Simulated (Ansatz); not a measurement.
`FB(F)Cl` + H₂S → `FB(F)S` + HCl at 500 K and 1 bar (ligand exchange at a B–Cl bond).

Computed with Ansatz on PBE0-D4/def2-TZVP structures; ΔE is electronic, products minus reactants. CCSD(T)/CBS is the MP2 limit (def2-TZVPP, def2-QZVPP) plus CCSD(T) − MP2 in def2-TZVPP, frozen cores. This one scheme is used for every species. One conformer a species, not always the lowest.

```tsv
species	CCSD(T)/CBS energy (Eh)	H − E (kJ/mol)	S (J/(mol·K))
`FB(F)Cl`	-684.31926	53.3	306.9
H₂S	-398.97279	57.0	224.0
`FB(F)S`	-622.90532	79.8	325.4
HCl	-460.38127	32.5	201.9
```

H − E and S are ideal-gas, rigid-rotor, harmonic terms from PBE0-D4/def2-TZVP, for one conformer and one mirror image of each species. 1 Eh = 2625.50 kJ/mol, R = 8.31446 J/(mol·K).

Task: By hand: ΔE, ΔH, ΔS and ΔG.

Result: ΔE = (-622.90532) + (-460.38127) − (-684.31926) − (-398.97279) = 0.00546 Eh = 14.3 kJ/mol. Δ(H − E) = 79.8 + 32.5 − 53.3 − 57.0 = 2.0, so ΔH = 16.3 kJ/mol. ΔS = 325.4 + 201.9 − 306.9 − 224.0 = -3.6 J/(mol·K). ΔG = 16.3 − 500 × (-3.6)/1000 = 18.1 kJ/mol.

Task: By hand: the equilibrium constant, and the temperature at which ΔG would vanish if ΔH and ΔS stayed fixed.

Result: log₁₀ K = −ΔG/(RT ln 10) = -1.9. ΔH and −TΔS have one sign here, so there is no such temperature.

The number of gas molecules stays the same, so ΔS is small and ΔH decides. A doubt of 5 kJ/mol in ΔE shifts log₁₀ K by 0.5 here. Other conformers and mirror images would add mixing entropy, several J/(mol·K) or more a flexible species. These are equilibria of isolated gas molecules and say nothing of rates. Largest T1 diagnostic: 0.013 (customary marks: 0.02 for closed shells, 0.045 for open ones).

ΔS is within the doubt of such terms, so its sign, and with it that verdict, could turn.
